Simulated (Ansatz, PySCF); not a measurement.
Pulling on the B1–H2 bond in CH6BN (SMILES BNC) (multiplicity 1 held, fragments rigid). Energies count from the point at 1.193 Å.
Geometry at that point (charge 0, multiplicity 1):
```xyz
9

B     -0.1738     0.1694     1.3598
H     -1.0466     0.5155     2.0959
H      0.9050    -0.1500     1.7605
N     -0.4214     0.1375    -0.0025
C      0.5047    -0.2521    -1.0532
H     -1.3320     0.4068    -0.3442
H      0.6779     0.5674    -1.7558
H      0.1296    -1.1104    -1.6169
H      1.4567    -0.5259    -0.6023
```

R- and RO- levels are restricted; in cc, def2 and unpolarised 6-31G sets they are followed outwards from rest. Unrestricted levels (U-) break spin symmetry where that is lower. Left out are points that failed, MP2 points that dive below the minimum, coupled-cluster points behind a jump of the amplitudes or a sharp parting from full CI or MRCI, small-basis points behind a change of solution, and semi-empirical points at long bonds. Curves can end on different states.

Rows in 6-31G* carry no dispersion term and start afresh at each structure (6-31G* with six Cartesian d functions). MP2/6-31G* freezes PySCF's default core.

The values were computed with Ansatz (Gaussian orbitals); PySCF for 6-31G* rows. Each number belongs to the level named beside it.

Energies in kcal/mol.

| R (Å) | R-HF/6-31G* | R-r2SCAN/cc-pVTZ | U-B3LYP/6-31G* | R-MP2/6-31G* |
|---|---|---|---|---|
| 0.954 | 25.5 | 24.0 | 25.3 | 25.8 |
| 1.074 | 5.1 | 4.9 | 5.2 | 5.3 |
| 1.193 | 0.0 | 0.0 | 0.0 | 0.0 |
| 1.312 | 3.5 | 3.0 | 3.0 | 3.2 |
| 1.432 | 11.6 | 10.3 | 10.4 | 11.1 |
| 1.611 | 27.8 | 24.8 | 25.2 | 26.6 |
| 1.790 | 45.5 | 40.4 | 41.2 | 43.4 |
| 2.088 | 74.1 | 64.8 | 66.2 | 69.8 |
| 2.386 | 99.6 | 85.2 | 86.9 | 92.2 |
| 2.744 | 125.8 | 104.2 | 100.7 | 113.4 |
| 3.221 | 153.9 | 121.8 | left out | 132.5 |
| 3.818 | 180.2 | 135.0 | left out | 142.9 |

Doubts at one or more of the structures used: a restricted determinant that unrestricted orbitals would lower (R-HF/6-31G*, R-r2SCAN/cc-pVTZ, R-MP2/6-31G*); a spin-contaminated determinant (U-B3LYP/6-31G*).

Ansatz is a program for electronic structure.
